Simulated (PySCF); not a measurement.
## Property card for `[H]/N=C\C(=C)C(=O)[O-]`

Species: C4H4NO2 (charge -1).
Z-matrix (Å and degrees, GFN2-xTB geometry), rows numbered from 1:
```
C 
C   1  1.3317
C   2  1.4605  1  119.92
N   3  1.2633  2  128.50  1  -179.91
C   2  1.5712  1  119.36  3  -179.96
O   5  1.2431  2  116.34  1   179.98
O   5  1.2361  2  115.16  1    -0.05
H   1  1.0856  2  122.92  3    -0.01
H   1  1.0787  2  119.85  3   179.99
H   3  1.1002  2  115.07  1     0.11
H   4  1.0313  3  109.41  2    -0.00
```

Among its groups: carboxylate, imine and C=C double bond.

**GFN2-xTB geometry**

* Point group of the GFN2-xTB geometry: Cs
* Rotational constants A, B, C of the GFN2-xTB geometry: 4.120, 2.688, 1.627 GHz

From PBE0/def2-SVPD ground state and vertical TDDFT (core frozen in the response) (PySCF):

- HOMO energy: -2.09 eV
- LUMO energy: 2.66 eV
- HOMO–LUMO gap: 4.75 eV
- Lowest singlet excitation: 3.33 eV (372 nm, f = 0.000)
- Strongest line among the 6 lowest singlet transitions: S5 at 5.47 eV (226 nm, f = 0.013)
- Lowest triplet excitation (Tamm–Dancoff): 3.07 eV
- Static isotropic polarisability: 72.1 au
- Electronic spatial extent ⟨r²⟩ about the centre of nuclear charge: 719 bohr²

**PBE0/pcSseg-1 ground state and GIAO shieldings, non-relativistic (PySCF)**

* Lowest Hirshfeld atomic charge: -0.41 e on O7
* Highest Hirshfeld atomic charge: +0.11 e on C5
* 13C chemical shifts (computed TMS as zero) by class: 174.7 (C3), 166.3 (C5), 150.8 (C2), 128.0 (C1) ppm
* 1H chemical shifts (computed TMS as zero) by class: 13.66 (H11), 8.25 (H10), 6.45 (H9), 4.74 (H8) ppm
* Isotropic shieldings of nuclei other than C and H, by class: -111 (N4), 4 (O7), 10 (O6) ppm
* Mayer bond orders between heavy atoms: C1–C2 1.90, C2–C3 1.01, C3–N4 2.06, C2–C5 0.82, C5–O6 1.66, C5–O7 1.78

Monoisotopic mass of the ion (most abundant isotopes, electron mass counted): 98.0248 u.

In wavenumbers S1 is 26900 cm⁻¹ (1 eV = 8065.54 cm⁻¹). The polarisability is 10.68 Å³ as a volume (1 au = 0.148185 Å³), or 1.39 au for each of the 52 electrons. S1 lies 1.42 eV below the HOMO–LUMO gap; its leading configuration is HOMO→LUMO, weight 0.93. With B = h/(8π²I), that is 505.379 GHz u Å² over I, the principal moments of inertia are 122.7, 188.0 and 310.7 u Å² (most abundant isotopes). The principal polarisabilities are 44.6, 75.3 and 96.3 au; their mean is the isotropic value. No computed singlet falls in the visible range (750 to 380 nm, 1.65 to 3.26 eV); S1 lies 0.07 eV above its blue end. The largest Löwdin shares of the HOMO are 0.58 on O6, 0.12 on N4, 0.09 on O7 and 0.07 on C5. The rotational constants make it an asymmetric top with κ = (2B − A − C)/(A − C) = -0.15, nearer the prolate limit (−1).

Isolated species at its GFN2-xTB geometry (one conformer only). No diffuse functions stand in pcSseg-1, which bears on an anion's orbital energies.
